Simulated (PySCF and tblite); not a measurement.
Results of a calculation; reference values are marked as such.
System: C₃H₁₁AsSi, numbered as in [CH3:1][CH2:2][As:3]([CH3:4])[SiH3:5].

Motion: rotation about the C2–As3 bond (torsion C1–C2–As3–C4 from -170° to -50°, rising). GFN2-xTB gives an electronic barrier of 2.1 kcal/mol and a reaction energy of 0.7 kcal/mol.

Spin–orbit effects of heavy atoms on shieldings are missing.

(1) What does PBE0/pcSseg-1 + D3(BJ) give on GFN2-xTB geometries?

Programs: tblite and PySCF.

## Answers

(1) A barrier of 2.5 kcal/mol, 0.4 above the tight-binding barrier (from unrounded values), a reaction energy of 0.5 kcal/mol and, with GFN2-xTB thermal terms, ΔG‡(298 K) = 3.4 kcal/mol and k = 1.9×10¹⁰ s⁻¹ (1 equivalent path).
